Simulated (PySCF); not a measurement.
Ga(Cl)(OMe)(NH2) (CH5ClGaNO), SMILES C[O][Ga]([NH2])[Cl].

Geometry: r2SCAN-D4/def2-SVP. The structure was generated by enumeration; whether it is a known compound was not checked. The values are those of a single conformer.

Two levels are set side by side: PBE/def2-TZVP (PySCF) and PBE0/def2-TZVP (PySCF). Same geometry, gas phase. Differences are taken from unrounded values.

```tsv
quantity	PBE0	PBE	PBE minus PBE0
orbital gap (eV)	7.06	4.63	-2.43
highest occupied level (eV)	-7.75	-6.26	1.49
lowest empty level (eV)	-0.69	-1.63	-0.94
dipole moment (D)	3.33	3.27	-0.06
mean polarisability (bohr³)	60.4	63.9	3.5
```

Without exact exchange PBE keeps part of each electron's self-repulsion, which lifts occupied levels and narrows the gap. PBE's more diffuse valence density responds more strongly to a field. Differences between two approximate levels are no errors against the true value.

Rough cost on one machine, each run with all the roots and properties that it gave: PBE0 against PBE within a factor of 2.
